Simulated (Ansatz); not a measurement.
## Energy profile

The step: Si₃H₇Cl ([SiH3][SiH]([SiH3])[Cl]) → SiH₃Cl ([SiH3][Cl]) + Si₂H₄ ([SiH][SiH3]) (still joined by a long Si–Cl bond); bonds formed: Si1–Cl3; bonds broken: Si1–Si2; bonds weakened to dative contacts: Si2–Cl3 (atoms numbered as in the saddle structure below).

```
atom    x (Å)    y (Å)    z (Å)
 Si1  -0.6274  -1.0033   1.9225
 Si2   0.9257   0.1530   0.0911
 Cl3  -0.4950  -1.7119  -0.1783
  H4   2.1581  -0.5428  -0.4275
 Si5   0.2212   1.3272  -1.8295
  H6   0.5616  -1.2563   2.7664
  H7  -1.3409   0.2779   2.1167
  H8  -1.6098  -2.0746   2.2719
  H9   0.2351   0.4901  -3.0624
 H10  -1.1595   1.8500  -1.6368
 H11   1.1311   2.4905  -2.0340
```

Electronic energies by CCSD(T) at an estimated basis limit (MP2 extrapolated from triple and quadruple zeta, plus CCSD(T) − MP2 in triple zeta), on PBE0-D4/def2-TZVP structures; Si₃H₇Cl, singlet; no counterpoise correction. Computed with Ansatz 0.2.0 (basis: def2-TZVPP and def2-QZVPP); correlated methods freeze the cores. Extrapolation: Hartree–Fock as exp(−7.88 √X), correlation as X^−2.97.

**Question.** Give the profile in kJ/mol, counted from the start structure. (An estimate is asked for; the value comes from the calculation.)

**Answer.** By the calculation:
```tsv
point	kJ/mol
start structure	0.0
saddle	210.9
end structure	193.5
separated: SiH₃Cl (linked as [SiH3][Cl]; Si1, Cl3, H6, H7, H8; singlet) + Si₂H₄ (linked as [SiH][SiH3]; Si2, H4, Si5, H9, H10, H11; singlet)	234.5
```

T1 diagnostic: at most 0.016. The restricted Hartree–Fock reference is unstable towards an unrestricted one at one or more of these structures.

Losses and insertions of silylenes and their heavier kin drive the gas-phase chemistry of silicon and germanium vapour deposition.

For scale, one of the runs: CCSD(T)/def2-TZVPP, 266 basis functions, launched by `ansatz run in.yaml --threads 4 --pin off --events-out ev --progress --plain --max-ram 9574MiB`. The run took 3.2 min on 4 CPU threads of an Intel Xeon (shared host), with 5.7 GiB of host memory at its peak.
